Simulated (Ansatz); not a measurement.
Base molecule (SMILES): Br (HBr). Geometries: B3LYP-D3(BJ)/def2-TZVP minima from Ansatz (an electronic-structure program). Correlated levels leave the core frozen unless marked. Open shells are spin-unrestricted. Spin-orbit coupling is left out. Frozen are the shells of the preceding noble gas and the d and f shells that filled before the atom's block. In def2 rows, elements after Kr have scalar-relativistic effective core potentials. Basis-set limits of correlation are two-point, X^-3; Hartree-Fock from the larger set. Vertical energies are electronic, to the SCF solution reached for that spin. For linear members the cation may be one component of a degenerate state.

Levels, all with Ansatz: PBE/def2-TZVPD, and a column headed coupled cluster (CCSD(T) or an MP2 limit with a CCSD(T) correction), which has limits of its own: vertical ionisation energy to the doublet at CCSD(T)/CBS(def2-TZVPPD,def2-QZVPPD).

| property of the base | coupled cluster | PBE |
|---|---|---|
| vertical ionisation energy to the doublet (eV) | 11.84 | 11.72 |

One change at a time; values at coupled cluster, with the shift from the base at coupled cluster and at PBE:
- Br replaced by F, giving F (HF): vertical ionisation energy to the doublet 16.24 eV (+4.40; PBE +4.57).
- Br replaced by I, giving I (HI): vertical ionisation energy to the doublet 10.68 eV (-1.16; PBE -1.19).
- Br replaced by Cl, giving Cl (HCl): vertical ionisation energy to the doublet 12.83 eV (+0.99; PBE +1.00).
